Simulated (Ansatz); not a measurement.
Consider the isomerisation: `C[SiH](F)BN` → `C[SiH2]B(N)F`.

Isolated molecules relaxed with PBE0-D4/def2-TZVP in Ansatz; ΔE leaves out vibrations. CCSD(T)/CBS adds triple-zeta CCSD(T) − MP2 to the extrapolated MP2 energy (def2 sets, frozen cores). Each species was taken in one conformer, which may not be the lowest.

| species | CCSD/CBS(def2) energy (Eh) |
| --- | --- |
| `C[SiH](F)BN` | -510.71687 |
| `C[SiH2]B(N)F` | -510.71215 |

(1) Work out ΔE.

Largest T1 diagnostic among the species: 0.012.

## Answers

(1) ΔE = (-510.71215) − (-510.71687) = 0.00472 Eh = +3.0 kcal/mol. CCSD(T)/CBS gives +2.8 kcal/mol.

At CCSD(T), def2-SVP lies −5.9 kcal/mol from the extrapolated value and def2-TZVPP −1.0 kcal/mol. Leaving LDA and LC-ωPBE aside and taking each functional with its dispersion term where it has one, the values, not all of them listed here, spread over 1.6 kcal/mol, from PBE-D4 to B2PLYP. LDA lies −1.0 kcal/mol from PBE without D4.
